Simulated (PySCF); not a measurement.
H₆O₃W, SMILES [OH][WH3]([OH])[OH], multiplicity 1.

The structure is a stationary point at B3LYP-D3(BJ)/def2-SVP. The multiplicity is an assumed one; no other spin state was optimised. The structure was generated by enumeration; whether it is a known compound was not checked. The def2 effective core potentials stand for the cores of W; spin–orbit coupling is left out. The values are those of a single conformer.

Computed with TDA-PBE0/def2-SVPD in PySCF.

Vertical excitations; the highest root listed may be one member of a degenerate set. Isolated molecule, no solvent. State labels are in the subgroup Cs.

```json
[
 {"state": "S1", "symmetry": "A\"", "energy (eV)": "4.77", "λ (nm)": "260", "f": "0.000", "main pairs": "HOMO−1→LUMO+1 50 %, HOMO→LUMO+2 50 %"},
 {"state": "S2", "symmetry": "A'", "energy (eV)": "4.98", "λ (nm)": "249", "f": "0.010", "main pairs": "HOMO−1→LUMO (degenerate set)"},
 {"state": "S3", "symmetry": "A\"", "energy (eV)": "4.98", "λ (nm)": "249", "f": "0.010", "main pairs": "HOMO→LUMO (degenerate set)"},
 {"state": "S4", "symmetry": "A'", "energy (eV)": "5.12", "λ (nm)": "242", "f": "0.010", "main pairs": "HOMO−1→LUMO+2 46 %, HOMO→LUMO+1 45 %"},
 {"state": "S5", "symmetry": "A'", "energy (eV)": "5.30", "λ (nm)": "234", "f": "0.056", "main pairs": "HOMO→LUMO+1, HOMO−1→LUMO+2, HOMO−1→LUMO (degenerate set)"},
 {"state": "S6", "symmetry": "A\"", "energy (eV)": "5.30", "λ (nm)": "234", "f": "0.056", "main pairs": "HOMO→LUMO+2, HOMO−1→LUMO+1, HOMO→LUMO (degenerate set)"},
 {"state": "S7", "symmetry": "A\"", "energy (eV)": "6.64", "λ (nm)": "187", "f": "0.000", "main pairs": "HOMO−2→LUMO 96 %"},
 {"state": "S8", "symmetry": "A'", "energy (eV)": "6.78", "λ (nm)": "183", "f": "0.010", "main pairs": "HOMO−2→LUMO+1, HOMO−3→LUMO+1, HOMO−4→LUMO+2 (degenerate set)"},
 {"state": "S9", "symmetry": "A\"", "energy (eV)": "6.79", "λ (nm)": "183", "f": "0.010", "main pairs": "HOMO−2→LUMO+2, HOMO−4→LUMO+1, HOMO−3→LUMO+2 (degenerate set)"},
 {"state": "S10", "symmetry": "A'", "energy (eV)": "6.87", "λ (nm)": "181", "f": "0.000", "main pairs": "HOMO−1→LUMO+3 89 %"},
 {"state": "T1", "symmetry": "A'", "energy (eV)": "4.19", "λ (nm)": "296", "f": "0", "main pairs": "HOMO→LUMO+1 49 %, HOMO−1→LUMO+2 48 %"},
 {"state": "T2", "symmetry": "A\"", "energy (eV)": "4.21", "λ (nm)": "294", "f": "0", "main pairs": "HOMO→LUMO, HOMO→LUMO+2, HOMO−1→LUMO+1 (degenerate set)"},
 {"state": "T3", "symmetry": "A'", "energy (eV)": "4.21", "λ (nm)": "294", "f": "0", "main pairs": "HOMO−1→LUMO, HOMO−1→LUMO+2, HOMO→LUMO+1 (degenerate set)"},
 {"state": "T4", "symmetry": "A\"", "energy (eV)": "4.49", "λ (nm)": "276", "f": "0", "main pairs": "HOMO−1→LUMO+1 49 %, HOMO→LUMO+2 49 %"}
]
```
Triplets are in the Tamm–Dancoff approximation.
